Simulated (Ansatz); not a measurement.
`CO[SiH2]Cl` + `[SiH3]S` → `CO[SiH2]S[SiH3]` + HCl at 298.15 K and 1 bar (ligand exchange at the Si–Cl bond).

Gas-phase electronic energies from Ansatz, PBE0-D4/def2-TZVP geometries. CCSD(T)/CBS adds triple-zeta CCSD(T) − MP2 to the extrapolated MP2 energy (def2 sets, frozen cores). This one scheme is used for every species. Each species was taken in one conformer, which may not be the lowest.

| species | CCSD(T)/CBS energy (Eh) | H − E (kJ/mol) | S (J/(mol·K)) |
| --- | --- | --- | --- |
| `CO[SiH2]Cl` | -865.17164 | 180.0 | 329.9 |
| `[SiH3]S` | -689.27336 | 102.7 | 272.7 |
| `CO[SiH2]S[SiH3]` | -1094.05100 | 256.0 | 394.3 |
| HCl | -460.38127 | 26.6 | 186.8 |

H − E and S are ideal-gas, rigid-rotor, harmonic terms from PBE0-D4/def2-TZVP, for one conformer and one mirror image of each species. 1 Eh = 2625.50 kJ/mol, R = 8.31446 J/(mol·K).

Task: By hand: ΔE, ΔH, ΔS and ΔG.

Result: ΔE = (-1094.05100) + (-460.38127) − (-865.17164) − (-689.27336) = 0.01273 Eh = 33.4 kJ/mol. Δ(H − E) = 256.0 + 26.6 − 180.0 − 102.7 = -0.1, so ΔH = 33.3 kJ/mol. ΔS = 394.3 + 186.8 − 329.9 − 272.7 = -21.5 J/(mol·K). ΔG = 33.3 − 298.15 × (-21.5)/1000 = 39.7 kJ/mol.

Task: By hand: the equilibrium constant, and the temperature at which ΔG would vanish if ΔH and ΔS stayed fixed.

Result: log₁₀ K = −ΔG/(RT ln 10) = -7.0. ΔH and −TΔS have one sign here, so there is no such temperature.

ΔH outweighs TΔS. A doubt of 5 kJ/mol in ΔE shifts log₁₀ K by 0.9 here. Other conformers and mirror images would add mixing entropy, several J/(mol·K) or more a flexible species. Modes under 60 cm⁻¹, often nearly free rotors, make the harmonic entropy too high. These are equilibria of isolated gas molecules and say nothing of rates. Largest T1 diagnostic: 0.012 (customary marks: 0.02 for closed shells, 0.045 for open ones).
